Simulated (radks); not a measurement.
Q: All-electron calculation, non-relativistic Kohn-Sham, PBE, spin-polarised, spherical densities, point nucleus; open shells are filled with parallel spins first (spin-orbit coupling, left out, can overturn this in heavy ions). Program: a radial shooting solver on a logarithmic mesh with Libxc functionals. Response by self-consistent Sternheimer equations with the Hartree and adiabatic LDA kernel. For heavy and open-shell atoms this level of theory can miss by tens of per cent. Rank Kr, Se2+, Ag, Sc+, Zr3+, Be (NIST ground configurations) by static dipole polarisability, largest first.

A: Ag 58.84, Sc+ 56.07, Be 42.66, Kr 18.12, Se2+ 9.440, Zr3+ 5.573 bohr^3.
